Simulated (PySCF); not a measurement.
How methods differ on the ionisation energy of Ti

Ti [Ar] 3d2 4s2 (3F) → Ti⁺ [Ar] 3d2 4s1 (4F), as a difference of total energies. Calculation: PySCF 2.14, in def2-TZVPPD (6s6p4d2f1g, 67 functions); the non-relativistic Hamiltonian (point nucleus). Correlated levels: valence: [Ar] frozen; valence and next inner shell: [Ne] frozen. The calculations carry no spin-orbit coupling.

```tsv
method	ionisation energy (eV)	difference from reference (eV)
UHF	5.528	-1.300
LDA	6.892	+0.064
PBE	6.662	-0.166
PBE0	6.541	-0.287
r2SCAN	6.368	-0.460
r2SCAN0	6.386	-0.442
B3LYP	6.827	-0.001
PBEsol	6.618	-0.210
BHandHLYP	6.612	-0.216
MP2 (valence)	6.311	-0.517
SCS-MP2 (valence)	6.478	-0.350
MP2 (valence and next inner shell)	6.518	-0.310
SCS-MP2 (valence and next inner shell)	6.604	-0.224
```

Reference: 6.828 eV (measured; NIST levels, between the centres of gravity of the two terms).

These non-relativistic numbers lack the scalar-relativistic shift.

Errors of the correlated levels include the incompleteness of this basis and the frozen core.

MP2 underrates the near-degeneracy of ns² with np² in the lower species.
